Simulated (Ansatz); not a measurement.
# Redistribution: SiH(CH3)3 + C2H10OSi2 → SiH(CH3)2(SiH3) + C3H10OSi

Gas-phase species: SiH(CH3)3 (trimethylsilane), singlet; C2H10OSi2 `CO[SiH](C)[SiH3]`, singlet; SiH(CH3)2(SiH3), singlet; C3H10OSi `CO[SiH](C)C`, singlet. The partners trade CH3 for SiH3; both sit on Si, so the bond types are kept.

Shapes, held fixed at every level: PBE0-D4/def2-TZVP. Flexible molecules stand in one conformer, not always the lowest. Programs: Ansatz 0.2.0. Electronic energies: no zero-point or thermal term.

```csv
level,kind,ΔE (kJ/mol),less CCSD(T)/CBS estimate
B3LYP-D4/def2-TZVPP,global hybrid,-9.8,+0.4
PBE0-D4/def2-TZVPP,global hybrid,-11.1,-0.9
wB97M-V/def2-TZVPP,range-separated hybrid,-10.6,-0.4
wB97X-V/def2-TZVPP,range-separated hybrid,-10.0,+0.2
B2PLYP/def2-TZVPP,double hybrid,-9.8,+0.4
MP2/def2-TZVPP,perturbation theory,-10.5,-0.3
CCSD/def2-TZVPP,coupled cluster or CI,-10.2,0.0
CCSD(T)/CBS estimate,coupled cluster or CI,-10.2,0.0
```

The highest level, CCSD(T)/CBS estimate, gives ΔE = -10.2 kJ/mol; the levels span -11.1 to -9.8. The column of differences is taken from that level and isn't an error. No measured value is set beside it here. The CBS estimate extrapolates MP2 from def2-TZVPP and def2-QZVPP and adds CCSD(T) − MP2 in the triple-zeta set, cores frozen.
